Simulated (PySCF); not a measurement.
Isomers of C6H5NS, one GFN2-xTB conformer each. Single-point energies are computed at PBE0/pcSseg-1 (PySCF, gas phase, no added dispersion term), electronic only.

Question: Rank them by PBE0/pcSseg-1 energy, lowest first (kcal/mol).
A. `CCC#CC(=S)C#N`
B. `C#Cc1cnsc1C`
C. `C#Cc1ccc(N)s1`
D. `C1=CC2=C(C=CS2)N1`

Answer: D (0.0), C (43.2), B (43.6), A (62.3).

As drawn, the lowest has an aromatic ring and an N–H bond, which the highest lacks; the highest has a C≡N group, a C≡C bond and a C=S bond, which the lowest lacks. Neighbours under 2.5 kcal/mol apart (C#Cc1ccc(N)s1 and C#Cc1cnsc1C) can change places with a better method, another conformer or zero-point energy. GFN2-xTB itself gives, in the same order: 0.0, 48.9, 40.8, 72.0. Both levels put the same isomer lowest; measured from each level's own lowest isomer, the values differ by up to 9.7 kcal/mol (CCC#CC(=S)C#N: 72.0 against 62.3).

Q: Which frontier levels, dipoles and rotational constants go with these structures?

A: 
```csv
SMILES,"HOMO (eV, PBE0/pcSseg-1)",LUMO (eV),dipole (D),"A, B, C (MHz)"
c1cc2sccc2[nH]1,-5.82,-0.12,2.66,"4027, 1753, 1221"
C#Cc1ccc(N)s1,-5.65,-0.71,2.87,"5026, 1188, 961.3"
C#Cc1cnsc1C,-7.09,-1.22,2.61,"3325, 1488, 1035"
CCC#CC(=S)C#N,-7.28,-3.83,5.42,"3021, 820.5, 650.5"
```
